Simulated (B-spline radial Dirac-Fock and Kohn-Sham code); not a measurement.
## Kohn-Sham estimates against Dirac-Fock for the levels of Ag³⁵⁺

System: silver as Ag³⁵⁺, [Ne] 3s2.

The density-functional columns are spherical, spin-unpolarised Dirac-Kohn-Sham results without Breit or QED terms: −ε is minus the orbital energy of the initial state and ΔSCF the difference of two total energies. The reference in the last column comes from ΔSCF Dirac-Fock with Breit, self-energy and vacuum polarisation, finite nucleus, configuration average. All numbers are from a radial B-spline solver, in eV; a selection of levels is shown. For the 1s level of heavy atoms much of the gap between ΔSCF and the reference is the Breit and QED part, -78.1 eV here; for other levels the error of the functional can be larger.

```
     level   LDA −ε  LDA ΔSCF  Dirac-Fock
    K (1s)  27355.0   27706.6     27634.0
   L1 (2s)   5678.8    5764.9      5801.7
L2 (2p1/2)   5445.8    5547.8      5535.8
L3 (2p3/2)   5264.1    5362.1      5356.1
   M1 (3s)   2270.7    2305.3      2295.1
```

For the outermost level NIST gives 2302 ± 3 eV (semi-empirical); the differences from it are LDA −ε -31.28, LDA ΔSCF +3.35, Dirac-Fock -6.85 eV.

Values without a named source are computed, but for edge energies of neutral atoms, which are taken from tables.
